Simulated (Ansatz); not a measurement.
Geometry optimisation, UKS BLYP/def2-SVP in Ansatz.

Input file:

```yaml
crystal:
  periodic: [false, false, false]
  atoms:
    - { symbol: W, position_ang: [-0.12307, 0.039552, 0.56245] }
    - { symbol: F, position_ang: [-1.337688, 0.332532, 1.936814] }
    - { symbol: H, position_ang: [1.470169, 0.612125, 0.395624] }
    - { symbol: H, position_ang: [0.129157, 1.464147, -0.378071] }
    - { symbol: H, position_ang: [-1.033623, 0.465162, -0.862088] }
    - { symbol: H, position_ang: [0.790635, -1.37182, 0.234585] }
    - { symbol: H, position_ang: [-0.719236, -1.077261, -0.615168] }
    - { symbol: F, position_ang: [0.823656, -0.464437, 2.645853] }
magnetization:
  spin_polarized: true
  initial_magnetization: 1
basis:
  gaussian: { orbitals: def2-SVP }
hamiltonian:
  xc: blyp
relax:
  f_tol: 0.03
  max_steps: 50
```

Launched with:

```bash
$ ansatz run input.yaml --threads 2 --pin off --max-ram 3072MiB --backend cpu --events-out ev --progress --plain --runs-dir out
```

Question: Where does it end, and by what steps?

Answer: The run converged. After 27 steps the energy has fallen by 2.746 eV; H3 moved furthest, 0.80 Å. Joined: H5–H7 (1.59 → 0.80 Å).

```csv
step,energy less start (eV),largest force component (eV/Å),accepted
0,0.0000,3.000,yes
1,-0.9592,1.814,yes
2,-0.8502,7.137,no
3,-1.3540,0.707,yes
4,-1.5541,0.615,yes
5,-1.8026,1.023,yes
6,-1.9432,1.963,yes
7,-2.2674,0.505,yes
8,-2.3543,0.329,yes
9,-2.3847,0.422,yes
10,-2.3942,0.177,yes
11,-2.4008,0.142,yes
12,-2.4070,0.096,yes
13,-2.4024,0.794,no
14,-2.4184,0.149,yes
15,-2.4308,0.380,yes
16,-2.4573,0.277,yes
17,-2.4807,0.820,yes
18,-2.5655,0.536,yes
19,-2.6511,0.443,yes
20,-2.6939,0.478,yes
21,-2.7211,0.301,yes
22,-2.7325,0.445,yes
23,-2.7343,0.238,yes
24,-2.7449,0.090,yes
25,-2.7454,0.074,yes
26,-2.7460,0.035,yes
27,-2.7464,0.027,yes
```

```xyz
8
Properties=species:S:1:pos:R:3
W 0.112 -0.039 1.041
F -1.764 0.074 1.385
H 1.211 0.232 -0.253
H 0.161 1.537 0.410
H -0.710 0.253 -0.836
H 0.747 -1.417 0.248
H -0.778 -0.544 -0.754
F 1.021 -0.094 2.679
```

Run time: 79 s on 2 threads of Arm Neoverse V2, with other jobs on the host, peak memory 0.19 GiB.
